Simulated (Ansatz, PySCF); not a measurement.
Gas-phase reaction in SMILES: N[Si](N)(N)F -> N[Si](N)N + F atom (the F-Si bond at the site shown breaks; other sites are not compared here)
Each molecule is optimised on its own at B3LYP-D3(BJ)/def2-TZVP (Ansatz, a quantum-chemistry and plane-wave program), one conformer each, not searched for the lowest. Frequencies are from Ansatz or PySCF.

Property: bond dissociation energy (enthalpy at 298 K, with B3LYP-D3(BJ) rigid-rotor harmonic-oscillator terms), in kcal/mol. Cores are frozen in the correlated levels unless marked. UHF or UKS for open shells. Spin-orbit coupling is left out. Non-relativistic. Basis-set limits of correlation are two-point, X^-3; Hartree-Fock from the larger set. The bracket is a focal-point correction in the basis named.

Level to compare with: RI-MP2/CBS(cc-pV(T+d)Z,cc-pV(Q+d)Z)+[CCSD(T)-MP2]/cc-pV(T+d)Z (Ansatz), 167.4 kcal/mol. It is a level with limits of its own, and the differences hold the functionals' basis error too.

Problem. Rank these functionals by how close they come to RI-MP2/CBS(cc-pV(T+d)Z,cc-pV(Q+d)Z)+[CCSD(T)-MP2]/cc-pV(T+d)Z, closest first: r2SCANh/def2-TZVPD (Ansatz); r2SCAN/def2-TZVPD (Ansatz); BLYP/def2-TZVPD (Ansatz).

Solution. r2SCAN/def2-TZVPD (meta-GGA, 159.6 kcal/mol, difference -7.8), r2SCANh/def2-TZVPD (hybrid meta-GGA, 158.6 kcal/mol, difference -8.8), BLYP/def2-TZVPD (GGA, 156.3 kcal/mol, difference -11.1)
